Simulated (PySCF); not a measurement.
## Electron correlation in Ar(2+) (argon, charge +2)

[Ne] 3s2 3p4, high-spin 3P determinant. Calculation: PySCF 2.14, in cc-pV(T+d)Z (5s4p3d1f, 39 functions); the non-relativistic Hamiltonian (point nucleus). Frozen: [Ne]; 6 electrons correlated.

MP2 pair energies summed by pair of shells (mhartree):

```tsv
pair	energy	share (%)
3p-3p	-61.70	47.2
3s-3p	-59.28	45.4
3s-3s	-9.63	7.4
```

Total MP2 correlation energy: -130.62 mhartree.

Same-spin part -29.99 and opposite-spin part -100.63 mhartree; SCS-MP2 scales them by 1/3 and 6/5 to -130.75 mhartree.

| level | correlation energy (mhartree) |
| --- | --- |
| CCSD | -157.10 |
| (T) | -4.14 |
| CCSD(T) | -161.24 |

Diagnostics: T1 = 0.0080, D1 = 0.0259, largest double amplitude 0.057.

Question: Is a single reference adequate?

Answer: Yes: T1 lies below 0.03 and no double amplitude reaches 0.07.
